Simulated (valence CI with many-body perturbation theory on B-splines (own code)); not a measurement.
**E1 transitions of N**

Level of theory: valence CI with perturbative core correlation (CI+MBPT): five valence electrons over a frozen Dirac-Fock core [He], a basis of 10 s, 10 p, 9 d, 7 f, 4 g, 2 h functions for each j, with the one-electron correlation potential Σ1 (screened to all orders), the two-electron term Σ2, the three-electron term Σ3, Breit, model QED; selected single and double excitations, second order for the rest, scaled by the run's own slope (own B-spline code, finite nucleus).

Against 40 measured levels this calculation errs by 85 cm⁻¹ on average and by 169 at most. These come from a selection out of the NIST Handbook of Basic Atomic Spectroscopic Data. Levels without a partner in it may be off by more. Among the levels kept, up to 960 cm⁻¹ of a level comes from second order outside the variational space, and about a tenth of that is noise between levels of different J, which matters for small intervals.

Lines 101 to 150 of 290 in falling wavelength, among levels below 109411 cm⁻¹, chosen from the strongest by gf and those to the six lowest levels. Wavelengths and rates use the calculated energies, so an error of 80 cm⁻¹ moves a line at 11850 Å by 0.95 % and its rate by three times that or more. Electric multipoles are in the length gauge, E1 and E2 with the static RPA response of the core. Weak lines are less certain than strong ones. Lines between different terms over intervals too small for the method are left out, as are lines whose strength nearly cancels. Where a level lies close to another of its J and parity, the split of strength between their lines is uncertain.

Names give the largest LS component (configuration and term), which can be under half, so a name can repeat, a term be missing and a line seem to break the LS rules; names also repeat where a configuration has a term twice.

```
λ vac (Å)  λ from measured levels             Upper             Lower   A (s⁻¹)  S (a.u.)
    12080                           2s²2p²3d ²D_5/2  2s²2p²3p ²D°_5/2  6.44e+06  3.36e+01
    11990                           2s²2p²3d ²D_3/2  2s²2p²3p ²D°_3/2  5.40e+06  1.84e+01
    11850                   11570  2s²2p²3p ⁴S°_3/2      2s2p⁴ ⁴P_5/2  2.34e+06  7.68e+00
    11840                   11630  2s²2p²3p ⁴S°_3/2      2s2p⁴ ⁴P_3/2  1.45e+06  4.74e+00
    11360                   11330   2s²2p²4s ⁴P_1/2  2s²2p²3p ⁴D°_3/2  6.99e+06  1.01e+01
    11340                   11320   2s²2p²4s ⁴P_3/2  2s²2p²3p ⁴D°_5/2  8.60e+06  2.48e+01
    11330                   11300   2s²2p²4s ⁴P_1/2  2s²2p²3p ⁴D°_1/2  6.55e+06  9.40e+00
    11310                   11290   2s²2p²4s ⁴P_5/2  2s²2p²3p ⁴D°_7/2  1.03e+07  4.40e+01
    11290                   11270   2s²2p²4s ⁴P_3/2  2s²2p²3p ⁴D°_3/2  3.91e+06  1.11e+01
    11260                   11230   2s²2p²4s ⁴P_5/2  2s²2p²3p ⁴D°_5/2  1.94e+06  8.20e+00
    10750                   10780   2s²2p²3d ²F_5/2  2s²2p²3p ⁴P°_5/2  1.61e+06  5.92e+00
    10750                           2s²2p²3d ⁴P_5/2  2s²2p²3p ⁴P°_5/2  2.57e+06  9.45e+00
    10710                   10730   2s²2p²3d ²F_5/2  2s²2p²3p ⁴P°_3/2  4.03e+06  1.47e+01
    10710                           2s²2p²3d ⁴P_5/2  2s²2p²3p ⁴P°_3/2  4.53e+06  1.65e+01
    10690                           2s²2p²3d ⁴P_3/2  2s²2p²3p ⁴P°_5/2  3.92e+06  9.46e+00
    10640                           2s²2p²3d ⁴P_1/2  2s²2p²3p ⁴P°_3/2  6.71e+06  7.99e+00
    10630                           2s²2p²3d ⁴P_3/2  2s²2p²3p ⁴P°_1/2  8.62e+06  2.04e+01
    10620                           2s²2p²3d ⁴P_1/2  2s²2p²3p ⁴P°_1/2  5.30e+06  6.27e+00
    10550                           2s²2p²3d ⁴D_3/2  2s²2p²3p ⁴P°_5/2  3.10e+06  7.19e+00
    10540                           2s²2p²3d ⁴D_7/2  2s²2p²3p ⁴P°_5/2  2.43e+07  1.12e+02
    10530                           2s²2p²3d ⁴D_5/2  2s²2p²3p ⁴P°_5/2  1.21e+07  4.18e+01
    10530                           2s²2p²3d ⁴D_1/2  2s²2p²3p ⁴P°_3/2  7.28e+06  8.40e+00
    10510                           2s²2p²3d ⁴D_1/2  2s²2p²3p ⁴P°_1/2  1.81e+07  2.08e+01
    10510                           2s²2p²3d ⁴D_3/2  2s²2p²3p ⁴P°_3/2  1.53e+07  3.50e+01
    10500                           2s²2p²3d ⁴D_5/2  2s²2p²3p ⁴P°_3/2  1.23e+07  4.20e+01
    10490                           2s²2p²3d ⁴D_3/2  2s²2p²3p ⁴P°_1/2  6.55e+06  1.49e+01
    10160                   10170   2s²2p²3d ⁴F_7/2  2s²2p²3p ⁴D°_7/2  3.52e+06  1.46e+01
    10130                   10150   2s²2p²3d ⁴F_5/2  2s²2p²3p ⁴D°_5/2  6.58e+06  2.02e+01
    10120                   10120   2s²2p²3d ⁴F_9/2  2s²2p²3p ⁴D°_7/2  3.65e+07  1.86e+02
    10110                   10120   2s²2p²3d ⁴F_7/2  2s²2p²3p ⁴D°_5/2  3.18e+07  1.30e+02
    10110                   10130   2s²2p²3d ⁴F_3/2  2s²2p²3p ⁴D°_3/2  9.20e+06  1.88e+01
    10090                   10110   2s²2p²3d ⁴F_5/2  2s²2p²3p ⁴D°_3/2  2.77e+07  8.43e+01
    10090                   10110   2s²2p²3d ⁴F_3/2  2s²2p²3p ⁴D°_1/2  2.58e+07  5.23e+01
    10000                   10020   2s²2p²3d ²F_5/2  2s²2p²3p ⁴D°_5/2  2.17e+06  6.45e+00
     9966                           2s²2p²3d ⁴P_5/2  2s²2p²3p ⁴D°_3/2  9.26e+05  2.71e+00
     9951                    9950   2s²2p²3d ²F_7/2  2s²2p²3p ⁴D°_5/2  6.72e+05  2.61e+00
     9919                           2s²2p²3d ⁴P_3/2  2s²2p²3p ⁴D°_3/2  1.69e+06  3.25e+00
     9865                           2s²2p²3d ⁴D_7/2  2s²2p²3p ⁴D°_7/2  9.43e+06  3.57e+01
     9857                           2s²2p²3d ⁴D_5/2  2s²2p²3p ⁴D°_7/2  2.74e+06  7.77e+00
     9827                           2s²2p²3d ⁴D_3/2  2s²2p²3p ⁴D°_5/2  4.04e+06  7.56e+00
     9815                           2s²2p²3d ⁴D_1/2  2s²2p²3p ⁴D°_3/2  4.89e+06  4.57e+00
     9815                           2s²2p²3d ⁴D_5/2  2s²2p²3p ⁴D°_5/2  5.16e+06  1.44e+01
     9795                           2s²2p²3d ⁴D_1/2  2s²2p²3p ⁴D°_1/2  3.42e+06  3.17e+00
     9793                           2s²2p²3d ⁴D_3/2  2s²2p²3p ⁴D°_3/2  3.14e+06  5.82e+00
     9782                           2s²2p²3d ⁴D_5/2  2s²2p²3p ⁴D°_3/2  9.90e+05  2.74e+00
     9772                           2s²2p²3d ⁴D_3/2  2s²2p²3p ⁴D°_1/2  1.30e+06  2.40e+00
     9701                    9711  2s²2p²3p ²S°_1/2   2s²2p²3s ⁴P_1/2  2.94e+03  2.65e-03
     9456                    9463  2s²2p²3p ²D°_3/2   2s²2p²3s ²P_3/2  3.83e+06  6.39e+00
     9390                    9395  2s²2p²3p ²D°_5/2   2s²2p²3s ²P_3/2  2.56e+07  6.29e+01
     9383                    9389  2s²2p²3p ²D°_3/2   2s²2p²3s ²P_1/2  2.18e+07  3.56e+01
```
